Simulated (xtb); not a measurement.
C4H10Be, charge +1, doublet, geometry from GFN2-xTB (such geometries of metal compounds can be far from the true shape) (a state made from the parent by changing its charge; the spin is typed, not shown lowest); GFN2-xTB with ALPB(ch2cl2) (xtb).

The xtb input:
```
$ xtb mol.xyz --gfn 2 --chrg 1 --uhf 1 --alpb ch2cl2 --json

# file mol.xyz
15

Be    -0.09093539     0.02255403     0.20871007
C      1.30784528    -0.78380803     0.87688647
C      1.45013436    -2.26698353     0.61807343
H      1.26129073    -0.60606697     1.95867235
H      2.19054026    -0.26108537     0.48938530
H      1.56743605    -2.50075853    -0.43749919
H      0.63100721    -2.84874716     1.03422674
H      2.36417851    -2.61070519     1.11777798
C     -1.46910884     0.82380504    -0.50676292
C     -1.26248761     2.22044290    -1.04875026
H     -2.23576608     0.84775887     0.27789165
H     -1.83280731     0.17235952    -1.31043495
H     -0.55884147     2.25060429    -1.87737346
H     -0.95842269     2.92995360    -0.28276013
H     -2.22317276     2.57573258    -1.44140689
```

Q: Predict the main parts of the log of this xtb run.

A: 
```
   ID    Z sym.   atoms
    1    4 Be     1
    2    6 C      2, 3, 9, 10
    3    1 H      4-8, 11-15

           -------------------------------------------------
          |                Calculation Setup                |
           -------------------------------------------------

           -------------------------------------------------
          |                 G F N 2 - x T B                 |
           -------------------------------------------------

      * Solvation model:               ALPB
        Solvent                        ch2cl2
        Parameter file                 internal GFN2-xTB/ALPB
        Dielectric constant                8.9300E+00
        Reference state                gsolv [1 M gas/solution]
        Free energy shift                  4.1487E-03 Eh       2.6033E+00 kcal/mol
        Temperature                        2.9815E+02 K
        Density                            1.3300E+00 kg/L
        Solvent mass                       8.4930E+01 g/mol
        Interaction kernel             P16
        Born radius scaling (c1)           1.5691E+00
        Born radii integrator          GBOBC
        Born offset                        0.0000E+00 a0       0.0000E+00 AA
        H-bond correction              false
        Ion screening                  false
        Surface tension                    1.0000E-05 Eh       1.5569E+01 dyn/cm
        Grid points                               230 per atom

          ...................................................
          :                      SETUP                      :
          :.................................................:
          :  # basis functions                  30          :
          :  # atomic orbitals                  30          :
          :  # shells                           20          :
          :  # electrons                        27          :
          :  max. iterations                   250          :
          :  Hamiltonian                  GFN2-xTB          :
          :  restarted?                      false          :
          :  GBSA solvation                   true          :
          :  PC potential                    false          :
          :  electronic temp.          300.0000000     K    :
          :  accuracy                    1.0000000          :
          :  -> integral cutoff          0.2500000E+02      :
          :  -> integral neglect         0.1000000E-07      :
          :  -> SCF convergence          0.1000000E-05 Eh   :
          :  -> wf. convergence          0.1000000E-03 e    :
          :  Broyden damping             0.4000000          :
          :  net charge                          1          :
          :  unpaired electrons                  1          :
          ...................................................

 iter      E             dE          RMSdq      gap      omega  full diag
   1     -2.3357497 -0.233575E+01  0.159E+01    0.35       0.0  T
   2    -11.3339753 -0.899823E+01  0.155E+01   13.31       1.0  T
   3    -11.8996158 -0.565640E+00  0.965E+00   12.92       1.0  T
   4     -2.1618095  0.973781E+01  0.132E+01    0.34       1.0  T
   5    -13.8775534 -0.117157E+02  0.100E+01    5.44       1.0  T
   6    -12.9158115  0.961742E+00  0.503E+00   11.49       1.0  T
   7    -13.0389399 -0.123128E+00  0.517E+00   10.86       1.0  T
   8    -13.5797349 -0.540795E+00  0.506E+00    7.75       1.0  T
   9    -13.6931547 -0.113420E+00  0.520E+00    7.06       1.0  T
  10    -13.6772980  0.158567E-01  0.524E+00    7.15       1.0  T
  11    -13.6325853  0.447127E-01  0.539E+00    7.40       1.0  T
  12    -14.0218446 -0.389259E+00  0.277E+00    5.09       1.0  T
  13    -14.0152280  0.661659E-02  0.236E+00    5.19       1.0  T
  14    -14.1051686 -0.899406E-01  0.156E+00    4.04       1.0  T
  15    -14.1041265  0.104203E-02  0.162E+00    4.10       1.0  T
  16    -14.0998984  0.422811E-02  0.108E+00    4.30       1.0  T
[...]
         :: total energy             -13.894198763754 Eh    ::
[...]
        22                          0.1284607               3.4956
        23                          0.1297713               3.5313
        24                          0.1631769               4.4403
        25                          0.1662411               4.5237
       ...                                ...                  ...
        30                          0.4751995              12.9308
      -------------------------------------------------------------
                  HL-Gap            0.1507658 Eh            4.1025 eV
             Fermi-level           -0.3952836 Eh          -10.7562 eV

     #   Z          covCN         q      C6AA      α(0)
     1   4 Be       1.683     0.513    14.155     8.804
     2   6 C        3.660    -0.155    23.812     7.002
     3   6 C        3.754    -0.113    22.719     6.797
     4   1 H        0.924     0.120     1.614     1.987
     5   1 H        0.924     0.121     1.607     1.982
     6   1 H        0.925     0.079     1.988     2.205
     7   1 H        0.925     0.077     2.013     2.219
     8   1 H        0.924     0.114     1.660     2.015
     9   6 C        3.660    -0.155    23.812     7.002
    10   6 C        3.754    -0.113    22.719     6.797
    11   1 H        0.924     0.120     1.614     1.987
    12   1 H        0.924     0.121     1.607     1.982
    13   1 H        0.925     0.079     1.988     2.205
    14   1 H        0.925     0.077     2.013     2.219
    15   1 H        0.924     0.114     1.660     2.015

 Mol. C6AA /au·bohr⁶  :       1282.650248
 Mol. C8AA /au·bohr⁸  :      29453.259613
 Mol. α(0) /au        :         57.217134

Wiberg/Mayer (AO) data.
largest (>0.10) Wiberg bond orders for each atom

 ---------------------------------------------------------------------------
     #   Z sym  total        # sym  WBO       # sym  WBO       # sym  WBO
 ---------------------------------------------------------------------------
     1   4 Be   2.106 --     9 C    0.862     2 C    0.862
     2   6 C    3.891 --     3 C    1.054     5 H    0.902     4 H    0.899
                             1 Be   0.862
     3   6 C    3.972 --     2 C    1.054     7 H    0.972     6 H    0.971
                             8 H    0.897
     4   1 H    0.984 --     2 C    0.899
     5   1 H    0.984 --     2 C    0.902
     6   1 H    0.991 --     3 C    0.971
     7   1 H    0.992 --     3 C    0.972
     8   1 H    0.942 --     3 C    0.897
     9   6 C    3.891 --    10 C    1.054    12 H    0.902    11 H    0.899
                             1 Be   0.862
    10   6 C    3.972 --     9 C    1.054    14 H    0.972    13 H    0.971
                            15 H    0.897
    11   1 H    0.984 --     9 C    0.899
    12   1 H    0.984 --     9 C    0.902
    13   1 H    0.991 --    10 C    0.971
    14   1 H    0.992 --    10 C    0.972
    15   1 H    0.942 --    10 C    0.897
 ---------------------------------------------------------------------------

Topologies differ in total number of bonds
Writing topology from bond orders to xtbtopo.mol

molecular dipole:
                 x           y           z       tot (Debye)
 q only:       -0.087       0.021       0.199
   full:       -0.119       0.030       0.274       0.762
molecular quadrupole (traceless):
                xx          xy          yy          xz          yz          zz
 q only:        1.594      -8.127       2.832       4.589      -4.595      -4.426
  q+dip:        3.437      -9.042       0.765       5.593      -4.796      -4.202
   full:        2.212      -8.043       1.936       4.751      -4.437      -4.147

           -------------------------------------------------
          | TOTAL ENERGY              -13.894198763754 Eh   |
          | GRADIENT NORM               0.002683014491 Eh/α |
          | HOMO-LUMO GAP               4.102545620043 eV   |
           -------------------------------------------------

normal termination of xtb
```
